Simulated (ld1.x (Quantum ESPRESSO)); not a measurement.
# What one change does to a pseudopotential (Be, TM)

- Element: Be (Z = 4)
- Generator: ld1.x (Quantum ESPRESSO) 7.5
- Type: norm-conserving Troullier–Martins (Kleinman–Bylander form)
- Functional: revPBE
- Relativity: non-relativistic
- Frozen core: [He]
- Valence charge: 2
- Reference configuration: 2s1.75 2p0.25
- Partial waves: 2s (bound): rc 2.25 bohr; 2p (bound): rc 3.15 bohr; 3d channel at 0.4 Ry: rc 2.55 bohr
- Local potential: all-electron potential smoothed inside 2.20 bohr (lloc = -1)
- Core correction: none

All-electron outer shells of the reference configuration (revPBE, non-relativistic, ld1.x):

```csv
shell,level (eV),outermost node (bohr),outermost maximum (bohr)
2s,-5.77,0.59,2.04
2p,-2.14,–,2.28
```

Change: wave 2s (bound): rc 2.25 bohr becomes 2s (bound): rc 3.42 bohr.

Cutoffs: the cutoffs (Ry, on a coarse ladder) from which the occupation-weighted sum of valence levels, in a spherical-Bessel basis at the reference potential, stays within 10 and 1 mRy of its value at 400 Ry; they do not see the model core or the augmentation charge, which bear on the density cutoff. Errors are all-electron minus pseudo energies relative to the spin-unpolarised reference configuration.

Problem. Predict the effect on cutoff, ghosts and configuration errors.

Solution. The potential gets softer (8 Ry and 15 Ry → 6 Ry and 8 Ry); of the 6 tests that both files solve, the error grows in 5 and shrinks in 1 by more than 15 % and 0.3 meV (median size 6.5 → 6.6 meV); neither file shows a bound ghost. A larger radius leaves more room for a smooth pseudo-wave, so fewer plane waves are needed.

| quantity | base | changed |
| --- | --- | --- |
| cutoff, loose | 8 Ry | 6 Ry |
| cutoff, tight | 15 Ry | 8 Ry |
| bound ghosts | none | none |
| error for 2s2 2p0, meV [ΔE -0.91 eV] | -0.5 | -1.0 |
| error for 2s1 2p0, meV [ΔE 8.65 eV] | +9.5 | +0.3 |
| error for 2s1.5 2p0, meV [ΔE 2.86 eV] | +3.2 | +3.9 |
| error for 2s1 2p1, meV [ΔE 2.74 eV] | -3.5 | -9.2 |
| error for 2s0 2p2, meV [ΔE 6.41 eV] | -14 | -25 |
| error for 2s0 2p1, meV [ΔE 12.60 eV] | -63 | -115 |
